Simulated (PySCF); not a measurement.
# Electron correlation in O⁺ (oxygen, charge +1)

[He] 2s2 2p3, high-spin 4S determinant. Calculation: PySCF 2.14, in 6-31G* (3s2p1d, 14 functions); the non-relativistic Hamiltonian (point nucleus). Frozen: 1s2; 5 electrons correlated.

MP2 pair energies summed by pair of shells (mhartree):

```
 pair  energy  share (%)
2s-2p  -40.63       67.0
2p-2p  -13.81       22.8
2s-2s   -6.20       10.2
```

Total MP2 correlation energy: -60.64 mhartree.

Same-spin part -16.54 and opposite-spin part -44.10 mhartree; SCS-MP2 scales them by 1/3 and 6/5 to -58.44 mhartree.

```csv
level,correlation energy (mhartree)
CCSD,-76.07
(T),-0.54
CCSD(T),-76.61
```

Diagnostics: T1 = 0.0048, D1 = 0.0077, largest double amplitude 0.038.

Cost of the coupled-cluster step: 0.1 s of wall time on 1 thread of Neoverse-N1 (shared host), for 5 correlated electrons.

Iterations:

```
CC2 = 0
CCSD nocc = (np.int64(4), np.int64(1)), nmo = (13, 13)
frozen orbitals [[0], [0]]
max_cycle = 100
direct = 0
conv_tol = 1e-08
conv_tol_normt = 1e-06
diis_space = 8
diis_start_cycle = 0
Init t2, MP2 energy = -0.0606398168437354
Init E_corr(UCCSD) = -0.0606398168534668
cycle = 1  E_corr(UCCSD) = -0.0722015234270285  dE = -0.0115617066  norm(t1,t2) = 0.0276455
cycle = 2  E_corr(UCCSD) = -0.0749403641217655  dE = -0.00273884069  norm(t1,t2) = 0.00843587
cycle = 3  E_corr(UCCSD) = -0.0760886291205095  dE = -0.001148265  norm(t1,t2) = 0.00307064
cycle = 4  E_corr(UCCSD) = -0.0760709224882273  dE = 1.77066323e-05  norm(t1,t2) = 0.000456696
cycle = 5  E_corr(UCCSD) = -0.0760742705629732  dE = -3.34807475e-06  norm(t1,t2) = 8.00034e-05
cycle = 6  E_corr(UCCSD) = -0.076073816257194  dE = 4.54305779e-07  norm(t1,t2) = 6.3061e-06
cycle = 7  E_corr(UCCSD) = -0.0760740394642057  dE = -2.23207012e-07  norm(t1,t2) = 6.66913e-07
cycle = 8  E_corr(UCCSD) = -0.0760740129720617  dE = 2.6492144e-08  norm(t1,t2) = 1.00432e-07
cycle = 9  E_corr(UCCSD) = -0.0760740075734519  dE = 5.39860977e-09  norm(t1,t2) = 3.80718e-08
UCCSD converged
E(UCCSD) = -74.41714945437161  E_corr = -0.07607400757345194
UCCSD(T) correction = -0.000539609970777267
```
